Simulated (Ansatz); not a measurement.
The pair A = C2H4 (SMILES C=C) (first 6 atoms), B = CH2O2 (SMILES O=CO); geometry from B3LYP-D3(BJ)/def2-TZVP.
(charge 0, multiplicity 1):
| atom | x (Å) | y (Å) | z (Å) |
|---|---|---|---|
| C | -0.5815 | -0.2437 | -0.0160 |
| C | 0.6177 | 0.3200 | 0.0712 |
| H | -0.8066 | -1.1666 | 0.5048 |
| H | -1.3733 | 0.1904 | -0.6147 |
| H | 0.8555 | 1.2381 | -0.4526 |
| H | 1.4055 | -0.1268 | 0.6657 |
| O | 0.3566 | -1.1833 | 3.2723 |
| C | -0.1378 | -0.2080 | 3.7670 |
| O | -0.5912 | 0.8593 | 3.1008 |
| H | -0.2836 | -0.0643 | 4.8460 |
| H | -0.4521 | 0.7110 | 2.1424 |

Frozen-core correlation. MP2 and its Hartree–Fock in aug-cc-pVTZ are density fitted.

The values were computed with Ansatz (a quantum-chemistry and plane-wave program). 

The counterpoise-corrected interaction energy is E(AB) − E(A in the pair's basis) − E(B in the pair's basis). Total energies (hartree):

```
level                          AB  A in the pair's basis  B in the pair's basis
-------------------  ------------  ---------------------  ---------------------
HF/aug-cc-pVDZ       -266.8438559            -78.0440206           -188.7973665
MP2/aug-cc-pVDZ      -267.6623355            -78.3295688           -189.3267482
HF/aug-cc-pVTZ       -266.9115542            -78.0648570           -188.8440532
MP2/aug-cc-pVTZ      -267.8989056            -78.4049724           -189.4868561
CCSD(T)/aug-cc-pVDZ  -267.7316617            -78.3698680           -189.3562927
```

### Question
Work out the counterpoise-corrected interaction energy at the basis-set limit: extrapolate the MP2 correlation part as X⁻³, take Hartree–Fock from the larger set, and add the CCSD(T) − MP2 difference of aug-cc-pVDZ.

### Answer

1. Differences (1 hartree = 627.509 kcal/mol): HF/aug-cc-pVDZ -1.549; MP2/aug-cc-pVDZ -3.777; HF/aug-cc-pVTZ -1.659; MP2/aug-cc-pVTZ -4.441; CCSD(T)/aug-cc-pVDZ -3.452.
2. Correlation parts, MP2 less HF: -2.227 in aug-cc-pVDZ (X = 2), -2.782 in aug-cc-pVTZ (X = 3).
3. Limit (3³·(-2.782) − 2³·(-2.227))/(3³ − 2³) = -3.015; with HF/aug-cc-pVTZ it gives -4.674.
4. CCSD(T) less MP2 in aug-cc-pVDZ: 0.325.
Result: -4.35 kcal/mol, against -3.78 at MP2/aug-cc-pVDZ. It is an estimate of this method's limit, not of the exact value.
